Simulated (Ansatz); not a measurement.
```yaml
crystal:
  periodic: [false, false, false]
  atoms:
    - {symbol: B, position_ang: [-0.477120, -0.596765, -0.476774]}
    - {symbol: C, position_ang: [0.185566, 0.585506, 0.206764]}
    - {symbol: Te, position_ang: [1.047855, -1.405625, 0.710519]}
    - {symbol: H, position_ang: [-1.326512, -0.941475, -1.224930]}
    - {symbol: D, position_ang: [0.886465, 1.223060, -0.324486]}
    - {symbol: H, position_ang: [-0.274153, 1.071300, 1.062707]}
basis:
  gaussian: {orbitals: def2-mTZVP}
hamiltonian: {xc: {name: PBEsol}, dispersion: d3bjatm}
accuracy: high
output: {forces: true}
```

```sh
$ ansatz run in.yaml --threads 2 --pin off --events-out ev --progress --plain --max-ram 4352MiB
```

Output, abridged:

```
Error: YAML parse error: error: line 8 column 16: `D` is not an element symbol (H … Og, case-exact)
 6 |     - {symbol: Te, position_ang: [1.047855, -1.405625, 0.710519]}
 7 |     - {symbol: H, position_ang: [-1.326512, -0.941475, -1.224930]}
 8 |     - {symbol: D, position_ang: [0.886465, 1.223060, -0.324486]}
 9 |     - {symbol: H, position_ang: [-0.274153, 1.071300, 1.062707]}
10 | basis:
```

Q: Something in this input is off. What?

A: An element symbol is wrong. The input was rejected before any iteration.
